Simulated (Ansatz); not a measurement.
Molecule: pyrimidine, C4H4N2 (charge 0, singlet). 
Coordinates optimised at B3LYP-D3(BJ)/def2-TZVP (Ansatz, a program for electronic structure):
```
C
H 1 1.0812
C 1 1.3872 2 121.69
N 3 1.3327 1 122.14 2 -180.00
C 4 1.3317 3 116.11 1 0.00
N 5 1.3317 4 126.86 3 0.00
C 6 1.3327 5 116.11 4 0.00
H 5 1.0847 6 116.57 7 180.00
H 7 1.0850 6 116.65 5 180.00
H 3 1.0850 4 116.65 5 -180.00
```

Basis-set convergence of Hartree-Fock and MP2 correlation energies (hartree) with Ansatz. Cores are frozen in the correlated levels unless marked. No spin-orbit coupling. No relativistic terms.

The Hartree-Fock reference is unstable (checked in the largest basis), which strains HF and MP2. 

| basis | functions | E(HF) | E(corr, MP2) |
|---|---|---|---|
| aug-cc-pVDZ | 174 | -262.72640 | -0.86210 |
| aug-cc-pVTZ | 368 | -262.78288 | -1.02953 |
| aug-cc-pVQZ | 664 | -262.79803 | -1.08702 |

Extrapolating the two largest sets (X = 3 and 4) as X^-3: E(corr) = (64·(-1.08702) - 27·(-1.02953))/37 = -1.1290 Eh, an estimate of the basis-set limit. The largest set recovers 96.3 % of it, the smallest 76.4 %.
